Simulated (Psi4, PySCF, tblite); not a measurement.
Approach curve of the dimer F4Ti ··· HF (SMILES [F][Ti]([F])([F])[F] and F). Monomers: optimised at B3LYP-D3(BJ) (def2-TZVP), held rigid. Orientation: lowest of the rigid-body minima from ten starts at GFN2-xTB. The monomers approach along the line of their centres of mass (distance R); nothing else relaxes.

- RKS-B3LYP/6-31G* = PySCF with restricted B3LYP/6-31G*, spherical d, no counterpoise correction
- GFN2-xTB (tblite)
- RHF/3-21G = restricted Hartree-Fock/3-21G, no counterpoise correction run with PySCF
- wB97M-V/def2-TZVP, counterpoise-corrected (Psi4)

Interaction energies in kcal/mol:

```json
[
 {"R / Å": "2.11", "RKS-B3LYP/6-31G*": "5.09", "GFN2-xTB": "-19.57", "RHF/3-21G": "-9.95"},
 {"R / Å": "2.26", "RKS-B3LYP/6-31G*": "-2.56", "GFN2-xTB": "-24.43", "RHF/3-21G": "-15.38"},
 {"R / Å": "2.48", "RKS-B3LYP/6-31G*": "-7.30", "GFN2-xTB": "-26.54", "RHF/3-21G": "-17.20"},
 {"R / Å": "2.69", "RKS-B3LYP/6-31G*": "-8.20", "GFN2-xTB": "-25.30", "RHF/3-21G": "-15.75"},
 {"R / Å": "2.89", "RKS-B3LYP/6-31G*": "-7.59", "GFN2-xTB": "-22.57", "RHF/3-21G": "-13.40"},
 {"R / Å": "3.20", "RKS-B3LYP/6-31G*": "-5.85", "GFN2-xTB": "-17.22", "RHF/3-21G": "-9.72"},
 {"R / Å": "3.51", "RKS-B3LYP/6-31G*": "-4.29", "GFN2-xTB": "-12.14", "RHF/3-21G": "-6.77"},
 {"R / Å": "3.96", "RKS-B3LYP/6-31G*": "-2.77", "GFN2-xTB": "-6.65", "RHF/3-21G": "-4.04"},
 {"R / Å": "4.69", "RKS-B3LYP/6-31G*": "-1.49", "GFN2-xTB": "-2.23", "RHF/3-21G": "-2.17"},
 {"R / Å": "5.64", "RKS-B3LYP/6-31G*": "-0.61", "GFN2-xTB": "-0.62", "RHF/3-21G": "-0.97"},
 {"R / Å": "7.01", "RKS-B3LYP/6-31G*": "-0.10", "GFN2-xTB": "-0.21", "RHF/3-21G": "-0.19"}
]
```

### Question
What does wB97M-V/def2-TZVP give at the same points?

### Answer
2.11: 12.09; 2.26: 3.92; 2.48: -1.82; 2.69: -3.74; 2.89: -4.05; 3.20: -3.41; 3.51: -2.51; 3.96: -1.48; 4.69: -0.64; 5.64: -0.24; 7.01: -0.08 (kcal/mol).
